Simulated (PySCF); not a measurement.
Predicted microwave data (PBE0/pcSseg-1 in PySCF (dipole) on a GFN2-xTB geometry, gas phase) for one isomer of C7H15OP:

```
Rotational constants : A = 2128, B = 800.8, C = 765.5 MHz
Dipole components    : |μa| = 0.01 D, |μb| = 2.87 D, |μc| = 2.05 D
Inertial defect      : -208.38 u·Å²
κ                    : -0.95
```

**Question.** Which candidate fits, each taken in the one conformer that was computed?
A. `[CH2:1]=[C:2]([CH3:3])[P@@:4]([CH3:5])(=[O:6])[CH2:7][CH2:8][CH3:9]` with C1–C2–P4–C5 56°, C2–P4–C7–C8 -176°, P4–C7–C8–C9 175°
B. `[CH3:1]/[CH:2]=[CH:3]/[P@@:4]([CH3:5])(=[O:6])[CH:7]([CH3:8])[CH3:9]` with C2–C3–P4–C5 -126°, C3–P4–C7–C8 175°
C. `[CH3:1]/[CH:2]=[CH:3]\[P@:4]([CH3:5])(=[O:6])[CH2:7][CH2:8][CH3:9]` with C2–C3–P4–C5 166°, C3–P4–C7–C8 180°, P4–C7–C8–C9 -176°
D. `[CH3:1][CH2:2][P@H:3](=[O:4])[CH:5]1[CH2:6][CH2:7][CH2:8][CH2:9]1` with C1–C2–P3–O4 -60°, C2–P3–C5–C6 -81°, P3–C5–C6–C7 -92°, C5–C6–C7–C8 0°, C6–C7–C8–C9 -26°, C7–C8–C9–C5 41°

**Answer.** A. It is C=C(C)[P@@](C)(=O)CCC, a near-prolate asymmetric top, point group C1. The candidates at the same level (rigid rotor, commonest isotopes):

```tsv
SMILES	A (MHz)	B (MHz)	C (MHz)	μa (D)	μb (D)	μc (D)	Δ (u·Å²)	point group	rotor
CC[P@H](=O)C1CCCC1	2675	883.1	772.7	1.05	3.65	0.48	-107.13	C1	asymmetric top
C/C=C/[P@@](C)(=O)C(C)C	2077	886.6	752.1	0.78	0.54	3.48	-141.47	C1	asymmetric top
C=C(C)[P@@](C)(=O)CCC	2128	800.8	765.5	0.01	2.87	2.05	-208.38	C1	near-prolate asymmetric top
C/C=C\[P@](C)(=O)CCC	1856	860.6	721.4	0.22	0.34	3.52	-158.96	C1	asymmetric top
```

`C/C=C\[P@](C)(=O)CCC` has A 13 % too low; `CC[P@H](=O)C1CCCC1` has A 26 % too high; `C/C=C/[P@@](C)(=O)C(C)C` has B 11 % too high. No structure here is proved a minimum.
